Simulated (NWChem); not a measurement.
Species: C$_{2}$H$_{2}$F$_{4}$; SMILES FC(F)C(F)F

```xyz
8

F      1.0923    -1.3566     0.0691
C      0.0000    -0.6847    -0.3297
F     -1.0923    -1.3567     0.0693
C      0.0000     0.6847     0.3297
F     -1.0923     1.3567    -0.0693
F      1.0923     1.3566    -0.0691
H     -0.0002    -0.5952    -1.4306
H     -0.0002     0.5952     1.4306
```
Atoms are numbered in this order, from 1.

Computed with NWChem. Pople sets run with spherical d functions. Medium grid unless said otherwise, to which SCAN and Minnesota functionals are sensitive. The geometry was optimised at PBE0/def2-SVP. Total energies of different functionals are on different scales.

| level | energy (Ha) | highest occupied level (eV) | orbital gap (eV) |
|---|---|---|---|
| B3LYP/6-31G* | -476.7541 | -9.05 | 11.50 |
| PBE/6-31G* | -476.2832 | -7.39 | 8.88 |
| MN15-L/6-31G* | -476.3448 | -8.15 | 10.46 |
| revPBE/6-31G* | -476.5955 | -7.34 | 8.97 |
| PBE0/6-31G* | -476.2973 | -9.33 | 12.05 |
| LC-wPBE (HJS exchange hole, range parameter 0.4 per bohr)/6-31G* | -476.4497 | -12.09 | 17.38 |
| MN15/6-31G* | -476.3393 | -10.17 | 13.63 |
| LDA (Slater exchange, VWN5)/6-31G* | -473.5256 | -7.54 | 8.65 |
| M06-2X/6-31G* | -476.5933 | -11.06 | 14.85 |
